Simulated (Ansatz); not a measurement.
Consider the ligand exchange at the Al–N bond: `CC(=S)[NH][AlH2]` + `OC[SiH](F)F` → `F[SiH](F)C[O][AlH2]` + `CC(N)=S`.

Program: Ansatz. Geometries: PBE0-D4/def2-TZVP. ΔE: electronic, gas phase. CCSD(T)/CBS is the MP2 limit (def2-TZVPP, def2-QZVPP) plus CCSD(T) − MP2 in def2-TZVPP, frozen cores. DFT in def2-TZVPP. B3LYP here is the variant with VWN-RPA as its local correlation; programs differ in this. Each species was taken in one conformer, which may not be the lowest.

| species | B3LYP energy (Eh) |
| --- | --- |
| `CC(=S)[NH][AlH2]` | -775.33791 |
| `OC[SiH](F)F` | -605.21696 |
| `F[SiH](F)C[O][AlH2]` | -848.31636 |
| `CC(N)=S` | -532.26039 |

Problem. Work out ΔE.

Solution. ΔE = (-848.31636) + (-532.26039) − (-775.33791) − (-605.21696) = -0.02188 Eh = -13.7 kcal/mol. CCSD(T)/CBS gives -11.6 kcal/mol.

Largest T1 diagnostic among the species: 0.017.

In def2-TZVPP, CCSD(T) changes the Hartree–Fock value by +3.4 kcal/mol (the triples alone add +0.6 kcal/mol) and MP2 by +3.0 kcal/mol. The D4 term adds +0.8 kcal/mol with B3LYP and +0.4 kcal/mol with PBE0; it sums over pairs of atoms, weighted by their polarisabilities, and B3LYP, whose exchange is more repulsive, gets the larger term.
